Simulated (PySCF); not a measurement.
Zn(Me)(OSiH3) (CH6OSiZn), SMILES [CH3][Zn][O][SiH3].

Geometry optimised at PBE-D3(BJ)/def2-SVP. The structure was generated by enumeration; whether it is a known compound was not checked. Other conformers were not sampled.

The numbers are results of r2SCAN/def2-TZVP (PySCF), not measurements.

Task: Estimate the frontier levels, gap, dipole moment and polarisability. (The exact figures need the calculation; the answer reports its results.)

Result: 
```yaml
highest_occupied_level: -6.96 eV
lowest_empty_level: -1.11 eV
orbital_gap: 5.85 eV
dipole_moment: 2.44 D
quadrupole, principal values (traceless, Buckingham form, about the centre of nuclear charge): -3.83, 1.49, 2.34 D·Å
mean_static_polarisability: 67.1 bohr³ (9.95 Å³)
polarisability_principal_values: 56.5, 56.7, 88.2 bohr³
```
